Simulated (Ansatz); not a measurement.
Harmonic frequencies (cm⁻¹) at PBE0-D4/def2-TZVP from Ansatz: 38, 59, 112, 132, 356, 477, 722, 728, 951, 960, 993, 1001, 2179, 2187, 2220.

Each molecule was computed in one conformer, which needn't be the lowest.

Question: Which molecule is it?
A. `C[O][Cd][Cl]`
B. `[SiH3][O][Cd][Cl]`
C. `[F][Cd][O][SiH3]`
D. `[CH3][Cd][Cl]`

Answer: B.
